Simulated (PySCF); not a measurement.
Indole, C8H7N.
Numbering: `[cH:1]1[cH:2][cH:3][c:4]2[nH:5][cH:6][cH:7][c:8]2[cH:9]1`

Cartesian coordinates in Å at the GFN2-xTB level; atoms count from 1:
```xyz
16
C8H7N angstrom
C      2.1590   -0.3465   -0.0316
C      1.9180    1.0231   -0.1736
C      0.6354    1.5274   -0.1864
C     -0.4115    0.6241   -0.0544
N     -1.7617    0.8244   -0.0329
C     -2.3883   -0.3827    0.1165
C     -1.4646   -1.3779    0.1946
C     -0.1833   -0.7666    0.0887
C      1.1263   -1.2468    0.0996
H      3.1803   -0.6991   -0.0259
H      2.7568    1.6962   -0.2751
H      0.4498    2.5863   -0.2959
H     -2.2216    1.7150   -0.1131
H     -3.4596   -0.4396    0.1561
H     -1.6620   -2.4246    0.3127
H      1.3195   -2.3037    0.2092
```

NICS = −σ at a ghost point: NICS(0) at the centroid of the ring atoms, NICS(1) 1 Å to either side along the normal of their mean plane, zz for the tensor component along that normal. Level: GIAO PBE0/pcSseg-1 (PySCF, non-relativistic, gas phase) on the GFN2-xTB geometry, one conformer.

Ring bond lengths (Å), with Mayer bond orders in brackets: C1–C2 1.398 (1.38), C2–C3 1.378 (1.50), C3–C4 1.389 (1.36), C4–C8 1.416 (1.21), C8–C9 1.395 (1.31), C9–C1 1.376 (1.51); C4–N5 1.365 (1.05), N5–C6 1.368 (1.15), C6–C7 1.360 (1.58), C7–C8 1.424 (1.28), C8–C4 1.416 (1.21).

**Question.** What do the NICS probes read (ppm)?

**Answer.** 
```tsv
ring	type	NICS(0)	NICS(1), two faces	NICS(1)zz, two faces	rms pucker (Å)	centre to ring atoms, mean (Å)
C1–C2–C3–C4–C8–C9	6-membered carbocycle; formal bonds all aromatic	-10.3	-12.0 / -12.0	-30.4 / -30.4	0.00	1.39
C4–N5–C6–C7–C8	5-membered ring with N; formal bonds all aromatic	-13.3	-11.6 / -11.6	-30.0 / -30.0	0.00	1.18
```

**Question.** What do they say, and how far can they be read as aromaticity?

**Answer.** 
- C1–C2–C3–C4–C8–C9: mean NICS(1)zz -30.4 ppm, shielded. The ring is flat and has no four-coordinate atom; by the NICS criterion it is aromatic, though in fused rings the probe also feels the neighbouring ring.
- C4–N5–C6–C7–C8: mean NICS(1)zz -30.0 ppm, shielded, aromatic by this magnetic criterion (flat ring, no four-coordinate atom), though in fused rings the probe also feels the neighbouring ring.

**Question.** How equal are the bonds by HOMA? HOMA takes Krygowski's 1993 parameters.

**Answer.** 
- C1–C2–C3–C4–C8–C9: HOMA 0.95 = 1 − EN − GEO, with mean bond length 1.392 Å, EN = α(Ropt − mean)² = 0.004 and GEO = α × variance = 0.047. The geometric and the magnetic index point the same way.
- C4–N5–C6–C7–C8: HOMA 0.81; the largest term is that of C7–C8, α(R − Ropt)² = 0.33. The geometric and the magnetic index point the same way.

**Question.** How shielded are the nuclei of the rings and their hydrogens (means over atoms taken as equivalent)?

**Answer.** 
| atoms | environment | σ isotropic (ppm) |
| --- | --- | --- |
| C1 | aromatic CH carbon | 61.9 |
| C2 | aromatic CH carbon | 59.9 |
| C3 | aromatic CH carbon | 72.7 |
| C4 | ring-fusion aromatic carbon | 47.8 |
| N5 | pyrrole-type nitrogen | 118.4 |
| C6 | aromatic CH next to a ring nitrogen | 60.1 |
| C7 | aromatic CH carbon | 78.9 |
| C8 | ring-fusion aromatic carbon | 54.3 |
| C9 | aromatic CH carbon | 60.8 |
| H10 | aromatic hydrogen | 24.27 |
| H11 | aromatic hydrogen | 24.21 |
| H12 | aromatic hydrogen | 24.19 |
| H13 | N–H hydrogen | 24.11 |
| H14 | aromatic hydrogen | 24.56 |

The list is cut; further classes of hydrogen are left out.
